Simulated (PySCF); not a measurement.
Species: C7H8F (charge +1).
Numbering: `[F:1][CH2:2][C:3]1=[CH:4][CH2:5][CH+:6][CH:7]=[CH:8]1` (hydrogens: H9, H10 on C2; H11 on C4; H12, H13 on C5; H14 on C6; H15 on C7; H16 on C8)

Cartesian coordinates in Å at the GFN2-xTB level; atoms count from 1:
```xyz
16
C7H8F angstrom
F      2.626   -1.521   -0.182
C      2.298   -0.204   -0.276
C      0.817   -0.020   -0.103
C     -0.012   -1.097    0.115
C     -1.447   -0.930    0.283
C     -1.959    0.431    0.206
C     -1.113    1.486   -0.012
C      0.258    1.267   -0.165
H      2.625    0.146   -1.263
H      2.856    0.330    0.503
H      0.406   -2.094    0.164
H     -1.987   -1.579   -0.429
H     -1.769   -1.401    1.228
H     -3.021    0.589    0.325
H     -1.496    2.494   -0.068
H      0.911    2.113   -0.336
```

Computed geometry: GFN2-xTB, gas phase.

Masses are those of the commonest isotopes; rigid-rotor values at the optimised geometry. The values belong to one conformer with, in the numbering `[F:1][CH2:2][C:3]1=[CH:4][CH2:5][CH+:6][CH:7]=[CH:8]1`, F1–C2–C3–C4 0°.

(1) What are A, B and C (GHz)?

(2) Classify the top.

(3) Is it planar, by Δ = Ic − Ia − Ib?

(4) Give the other two planar moments, Paa and Pbb, and the rms extents of the mass along the axes.

(5) Estimate the classical rotational partition function at 25 K, 200 K and 500 K.

Answers

(1) Ia = 106.81, Ib = 351.68, Ic = 452.41 u·Å²; 505379 MHz·u·Å²/I gives 4732, 1437 and 1117 MHz, that is A = 4.7316, B = 1.4370, C = 1.1171 GHz.

(2) An asymmetric top. Ray's parameter κ = (2B − A − C)/(A − C) = -0.823; −1 is the prolate and +1 the oblate limit.

(3) Not planar: Δ = Ic − Ia − Ib = -6.08 u·Å². For a rigid frame Δ = −2 Σ m c², so Σ m c² = 3.04 u·Å² lies off the ab plane, practically all of it from hydrogen. The atom farthest from that plane is 0.90 Å away.

(4) Paa = Σ m a² = (Ib + Ic − Ia)/2 = 348.64 and Pbb = Σ m b² = (Ia + Ic − Ib)/2 = 103.77 u·Å². With the mass M = 111.06 u, the rms extents √(P/M) along a, b and c are 1.77, 0.97, 0.17 Å.

(5) Point group Cs, symmetry number σ = 1; q = (√π/σ)·√((kT/h)³/(ABC)), k/h = 20836.6 MHz/K: 7650 at 25 K, 173000 at 200 K, 684000 at 500 K.

Not checked by GFN2-xTB frequencies. Constants of a rigid frame at the computed geometry: no zero-point averaging, no centrifugal distortion.
